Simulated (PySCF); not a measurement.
# Bi²⁺: ionisation energy

Bi²⁺ [Xe] 4f14 5d10 6s2 6p1 (2P) → Bi³⁺ [Xe] 4f14 5d10 6s2 (1S), as a difference of total energies. All numbers are calculated (PySCF 2.14, a scalar-relativistic core potential, in aug-cc-pwCVDZ-PP with ECP60MDF). Correlated levels: valence: 5s2 5p6 5d10 frozen. The calculations carry no spin-orbit coupling.

```json
{"method": "UHF", "ionisation energy (eV)": "23.017"}
{"method": "MP2 (valence)", "ionisation energy (eV)": "23.168"}
{"method": "SCS-MP2 (valence)", "ionisation energy (eV)": "23.153"}
{"method": "CCSD (valence)", "ionisation energy (eV)": "23.226"}
{"method": "CCSD(T) (valence)", "ionisation energy (eV)": "23.232"}
{"method": "CCSDT (valence)", "ionisation energy (eV)": "23.234"}
```

Task: How much does correlation contribute at CCSD(T) (valence)?

Result: 23.232 − (23.017) = 0.215 eV, measured against UHF.

The reference lies between the lowest fine-structure levels, while these numbers refer to the centres of the terms.

Errors of the correlated levels include the incompleteness of this basis and the frozen core.

Every method misses the reference by a wide margin, which points to the basis or the choice of state and not to the methods.

For comparison: 25.571 eV (measured; NIST Atomic Spectra Database, ionization energies).
